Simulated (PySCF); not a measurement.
**How the method changes the constants of AgI**

State: ¹Σ⁺ (singlet), closed shell. Set-up: PySCF, scalar-relativistic core potentials, basis sets Ag def2-TZVPP with ECP28, I def2-TZVPP with ECP28. De refers to Ag (4d10 5s1) + I in their high-spin ground configurations, without counterpoise correction. A positive dipole means Ag(−)I(+).

```csv
Level,Re (Å),ωe (cm⁻¹),De (eV),μ (D),"CPU s a point (SCF and correlation, without the integrals)"
RHF,2.670,181,n/a,-7.17,1.1
RHF-MP2,2.520,212,n/a,n/a,2.1
RHF-SCS-MP2,2.553,204,n/a,n/a,n/a
RHF-CCSD,2.577,198,2.42,n/a,n/a
RHF-CCSD(T),2.568,199,2.54,n/a,150
PBE,2.565,197,2.63,-4.13,2.2
r²SCAN,2.548,203,2.67,-4.62,3.2
PBE0,2.564,200,2.59,-4.96,6.8
r²SCAN0,2.554,204,2.60,-5.22,4.4
M06,2.584,201,2.48,-4.50,4.6
MN15,2.549,204,2.52,-4.75,4.9
M06-2X,2.620,191,2.37,-5.74,4.7
ωB97M-V,2.568,204,2.70,-5.48,11
```

(1) What are the measured Re and ωe, and which levels come closest?

```
      Level  error in Re (pm)  error in ωe (%)
        RHF              12.6            -12.3
    RHF-MP2              -2.4              2.9
RHF-SCS-MP2               0.8             -1.2
   RHF-CCSD               3.2             -4.1
RHF-CCSD(T)               2.3             -3.6
        PBE               2.0             -4.8
     r²SCAN               0.4             -1.8
       PBE0               1.9             -2.9
    r²SCAN0               0.9             -1.4
        M06               3.9             -2.6
       MN15               0.4             -1.0
     M06-2X               7.5             -7.5
    ωB97M-V               2.4             -1.1
```

Correlated steps freeze 4 core orbitals. Spin–orbit coupling is left out, which matters for elements this heavy, above all for dissociation energies. Where the molecule has an RHF reference, its open-shell atoms are computed with UHF.

The whole job (state search and all levels along the bond) took about 16 min on 2 threads of Arm Neoverse V1 (shared host), peak memory 3.7 GiB.

## Answers

(1) Re = 2.544621 Å and ωe = 206.52 cm⁻¹ (Huber and Herzberg, Constants of Diatomic Molecules (1979)). Closest are r²SCAN for the length (off by 0.004 Å) and MN15 for the frequency (off by -1.0 %).
